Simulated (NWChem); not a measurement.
Species: InH2O2Cl; SMILES [OH][In]([OH])[Cl]

```xyz
6

In    -0.0066     0.2589     0.0000
Cl    -0.0313    -2.0747     0.0000
O     -1.7295     1.2363     0.0000
H     -1.5818     2.1904     0.0000
O      1.7246     1.2346     0.0000
H      2.4743     0.6269     0.0000
```
Atoms are numbered in this order, from 1.

Structure relaxed at the PBE0/def2-SVP level. def2 effective core potentials on In; no spin-orbit coupling.

Symmetry labels are those of Cs in the frame above (b1 and b2, or b-type labels, depend on it).

Problem. List the 4 lowest vertical singlet excitations from LRC-wPBEh/def2-SVP with def2 effective core potentials on In, full TDDFT (NWChem).

Solution. 
```csv
state,energy (eV),oscillator strength,symmetry,leading excitation (squared amplitude)
S1,5.05,0.000,a",HOMO → LUMO (0.97)
S2,5.40,0.009,a",HOMO−2 → LUMO (0.93)
S3,5.64,0.046,a',HOMO−1 → LUMO (0.87)
S4,6.09,0.059,a",HOMO−4 → LUMO (0.92)
```
